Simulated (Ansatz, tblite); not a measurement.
Forces on the cluster Au4Cl3 at its r2SCAN-D4/def2-SVP geometry. The state is a doublet with charge 0.

In the def2 sets Au takes a core potential; there is no spin–orbit coupling. The xTB rows come from tblite. Another isomer (doublet) lies 0.77 eV lower at PBE0-D4/def2-TZVP; other spin states weren't run for this one.

GFN1-xTB (tblite), largest force 0.30 eV/Å:

```xyz
7
positions Å, forces eV/Å
Au   -2.206   -2.683    0.827    0.182    0.224   -0.070
Au   -1.087   -0.453    1.560    0.058    0.037   -0.064
Au   -0.617   -1.606   -0.927    0.041    0.080    0.028
Au    0.742    0.903   -0.279   -0.007   -0.012    0.004
Cl    0.064    1.599    1.999   -0.076   -0.170   -0.076
Cl    2.215    2.665   -0.816   -0.080   -0.094    0.028
Cl    0.889   -0.425   -2.364   -0.118   -0.066    0.149
```

GFN2-xTB (tblite), largest force 0.47 eV/Å:

```
Au -0.285 -0.347 0.107
Au 0.034 0.098 0.064
Au 0.065 0.022 -0.100
Au 0.111 0.133 -0.040
Cl 0.190 -0.037 -0.430
Cl -0.159 -0.189 0.057
Cl 0.044 0.321 0.343
```

PBE-D4/def2-TZVP (Ansatz), largest force 0.44 eV/Å:

```
Au -0.063 -0.074 0.022
Au 0.222 0.350 0.024
Au 0.265 0.242 -0.207
Au 0.001 -0.005 0.003
Cl -0.092 -0.339 -0.267
Cl -0.118 -0.138 0.041
Cl -0.215 -0.037 0.383
```
